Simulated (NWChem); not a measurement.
System: BBr$_{2}$F; SMILES BrB(Br)F

```xyz
4

B      0.0000     0.0000    -0.6295
F      0.0000     0.0000    -1.9394
Br     1.6615     0.0000     0.2943
Br    -1.6615     0.0000     0.2943
```
Atoms are numbered in this order, from 1.

Coordinates come from a PBE0/def2-SVP optimisation.

Symmetry labels are those of C2v in the frame above (b1 and b2, or b-type labels, depend on it).

Q: List the 6 lowest vertical singlet excitations from B3LYP/aug-cc-pVDZ, full TDDFT (NWChem).

A: 
```json
[
 {"state": "S1", "energy (eV)": "5.50", "oscillator strength": "0.000", "symmetry": "a2", "leading excitation (squared amplitude)": "HOMO → LUMO (1.00)"},
 {"state": "S2", "energy (eV)": "6.31", "oscillator strength": "0.001", "symmetry": "b2", "leading excitation (squared amplitude)": "HOMO−2 → LUMO (1.00)"},
 {"state": "S3", "energy (eV)": "6.40", "oscillator strength": "0.130", "symmetry": "b1", "leading excitation (squared amplitude)": "HOMO−1 → LUMO (0.92)"},
 {"state": "S4", "energy (eV)": "6.91", "oscillator strength": "0.089", "symmetry": "b1", "leading excitation (squared amplitude)": "HOMO → LUMO+1 (0.95)"},
 {"state": "S5", "energy (eV)": "7.25", "oscillator strength": "0.000", "symmetry": "a2", "leading excitation (squared amplitude)": "HOMO−1 → LUMO+1 (0.96)"},
 {"state": "S6", "energy (eV)": "7.26", "oscillator strength": "0.018", "symmetry": "a1", "leading excitation (squared amplitude)": "HOMO−3 → LUMO (0.92)"}
]
```
